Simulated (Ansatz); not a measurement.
Ansatz (a quantum-chemistry and plane-wave program) input:

Ansatz 0.2 input:
```yaml
crystal:
  periodic: [false, false, false]
  atoms:
    - {symbol: Si, position_ang: [-0.00574484, -0.01559598, -0.00312249]}
    - {symbol: O, position_ang: [-0.61353321, -1.31537049, -0.80850340]}
    - {symbol: O, position_ang: [1.61554427, -0.11041337, -0.32504356]}
    - {symbol: N, position_ang: [-0.48683578, 1.56009452, -0.46530744]}
    - {symbol: N, position_ang: [-0.55840905, -0.20668458, 1.59188191]}
    - {symbol: H, position_ang: [-0.03933416, -1.69289812, -1.47928320]}
    - {symbol: H, position_ang: [2.17121536, 0.58611770, 0.03179791]}
    - {symbol: H, position_ang: [-0.10665864, 1.98334110, -1.29698885]}
    - {symbol: H, position_ang: [-1.43479285, 1.86168836, -0.30339751]}
    - {symbol: H, position_ang: [-0.51161920, 0.52842512, 2.27562634]}
    - {symbol: H, position_ang: [-0.69775732, -1.11592896, 1.99831452]}
basis:
  gaussian:
    orbitals: def2-TZVPD
hamiltonian:
  xc: {name: B3LYP}
magnetization: {spin_polarized: true, initial_magnetization: 2}
```

### Question
What final total energy does it print?

### Answer
-553.17987 Eh (B3LYP/def2-TZVPD). The basis has 251 functions.

This state (charge 0, triplet) is run at the relaxed geometry of the species with charge 0 and multiplicity 1, and is a spin state other than that species' own.
